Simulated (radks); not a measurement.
The numbers below are computed, except where a source is named.
Task: Coherent X-ray form factor from a spherical all-electron density. Code: a radial shooting solver on a logarithmic mesh with Libxc functionals. Model: Dirac Kohn-Sham, PBEsol, spin-unpolarised, spherical densities, finite nucleus; Fermi nuclear charge, rms radius of each element as measured or else 0.836 A^(1/3) + 0.57 fm.

sin(theta)/lambda (1/angstrom)  f0 (electrons)
0.05                                    40.302
0.1                                     38.448
0.15                                    35.956
0.2                                     33.292
0.25                                    30.736
0.3                                     28.419
0.4                                     24.621
0.5                                     21.784
0.6                                     19.576
0.8                                     16.014
1                                       12.957
1.25                                     9.901
1.5                                      7.844
2                                        5.820

The species is in the configuration that NIST lists as its ground one. Which atom or ion scatters so?

Result: The molybdenum ion Mo+, [Kr] 4d5. Extrapolating in s^2 from the first two rows gives f0(0) = 40.9, near the electron count 41; among species with that count, the fall with angle is slower the higher Z, and the table is that of Z = 42; from so few rows the species is fixed only to a neighbour or two.
